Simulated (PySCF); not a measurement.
**EPR parameters of [C6H10O2]+**

Species: C6H10O2 (charge +1 and doublet state).
Z-matrix (Å and degrees, GFN2-xTB geometry), rows numbered from 1:
```
C 
C   1  1.3256
C   2  1.4992  1  128.08
C   3  1.4986  2  113.39  1  -131.19
C   2  1.5221  1  118.71  3   179.17
O   5  1.2147  2  122.20  1   157.70
O   5  1.2948  2  112.00  1   -22.48
C   7  1.4330  5  118.68  2  -179.13
H   1  1.0783  2  122.17  3  -174.40
H   1  1.0788  2  122.06  3     7.17
H   3  1.0966  2  109.53  1   104.85
H   3  1.0984  2  107.39  1    -9.60
H   4  1.1215  3  107.55  2   -49.74
H   4  1.0880  3  112.79  2  -166.27
H   4  1.0894  3  112.84  2    65.50
H   8  1.0909  7  110.71  5   -50.34
H   8  1.0911  7  110.35  5    71.06
H   8  1.0879  7  105.30  5  -170.30
```

The hyperfine couplings belong to this conformer and change with its torsions.

As a line formula: `[CH2+][C](CC)C(=O)OC` [radical] (charge +1).

Level of theory: PySCF, UKS B3LYP, pcH-1 on C H O, non-relativistic, mean-field spin-orbit, GIAO. Isolated species at its GFN2-xTB geometry (one conformer only). The geometry wasn't refined by DFT: couplings that depend on bond lengths, twists or pyramidal angles can differ widely from those at the functional's own minimum, by a factor of two or more for some ions and for spin on atoms past the first row. The frame is twisted about the C2–C5 bond at this geometry (dihedral C1–C2–C5–O7 = -22°); couplings at other torsion angles weren't computed. No stability test was run, so a lower SCF solution isn't excluded.

```json
{
  "g1, g2, g3": "2.00247, 2.00359, 2.00751",
  "g_iso": "2.00452",
  "Form of g": "rhombic: the two nearest values differ by 22 % of g3 − g1",
  "⟨S²⟩": "0.7543 (exact 0.7500)",
  "HOMO–LUMO gap, α and β orbitals": "6.03, 1.44 eV"
}
```

Hyperfine couplings atom by atom, in MHz; T1 to T3 are the principal values of the dipolar part; ρ(0) is the spin density at the nucleus:

```csv
atom,isotope,a_iso,T1,T2,T3,Mulliken spin population,ρ(0) (bohr⁻³)
C1,13C,2.8,-5.2,-2.8,8.0,0.03,0.0025
C2,13C,-4.7,-13.1,-10.6,23.8,0.10,-0.0042
C3,13C,-11.7,-5.5,-4.4,10.0,0.01,-0.0104
C4,13C,14.7,-21.7,-20.8,42.5,0.17,0.0131
C5,13C,1.3,-8.4,-0.8,9.2,-0.03,0.0012
O6,17O,-54.9,-156.5,73.7,82.8,0.49,0.0905
O7,17O,-16.2,-24.3,10.5,13.8,0.05,0.0268
C8,13C,-0.8,-1.4,-0.5,1.9,0.01,-0.0008
H9,1H,13.1,-3.6,-1.5,5.1,0.00,0.0029
H10,1H,30.3,-2.8,-1.0,3.8,0.01,0.0068
H11,1H,32.3,-3.3,-3.0,6.4,0.01,0.0072
H12,1H,141.3,-4.9,-3.4,8.3,0.05,0.0316
H13,1H,256.2,-24.5,-13.8,38.3,0.07,0.0573
H14,1H,55.5,-9.8,-4.1,13.9,0.02,0.0124
H15,1H,30.9,-9.2,-2.2,11.4,0.01,0.0069
H16,1H,2.3,-3.3,-1.6,4.9,0.00,0.0005
H17,1H,-1.0,-2.4,-1.6,4.0,0.00,-0.0002
H18,1H,2.1,-1.8,-0.6,2.4,0.00,0.0005
```

The largest Mulliken spin populations are on O6 (+0.49), C4 (+0.17), C2 (+0.10) and H13 (+0.07).

C2, the radical centre as drawn in `[CH2+][C](CC)C(=O)OC`, holds a spin population of +0.10 out of 1.

Under fast tumbling the dipolar parts average out, and these isotropic splittings remain: 3 × 1H (H13/H14/H15, I = 1/2, 4 lines) with 4.07 mT, 2 × 1H (H11/H12, I = 1/2, 3 lines) with 3.09 mT, 1 × 1H (H10, I = 1/2, 2 lines) with 1.08 mT, 1 × 1H (H9, I = 1/2, 2 lines) with 0.47 mT and 3 × 1H (H16/H17/H18, I = 1/2, 4 lines) with 0.04 mT.

Class means assume fast exchange of nuclei equivalent by connectivity; if that motion is slow, each nucleus keeps its own coupling. H9 and H10 aren't averaged: C1 is flat or nearly so (angle sum 360°), and its turn about the short C1–C2 bond (1.33 Å) is taken as slow. The three 1H nuclei of mean +114.2 MHz run from 30.9 to 256.2 MHz in the frozen geometry. The 1H value of +86.8 MHz is a mean of couplings from 32.3 to 141.3 MHz in this one geometry, not an average over conformers.

The 13C coupling of C4 (14.7 MHz) shows only in satellite lines or after enrichment, since that isotope makes up about 1.07 % of natural carbon.

The 17O coupling of O6 (-54.9 MHz) shows only in satellite lines or after enrichment, since that isotope makes up about 0.038 % of natural oxygen.

The spin density at the nucleus, in bohr⁻³, is negative for C3 (-0.0104) and C2 (-0.0042), for instance. A restricted open-shell determinant has no negative spin density anywhere; here it arises because α and β orbitals differ (spin polarisation).

On an Arm Neoverse V1 with one thread, on a shared host, this took 92 s wall (grids of density and orbitals included) and 1.1 GiB of memory at its peak.
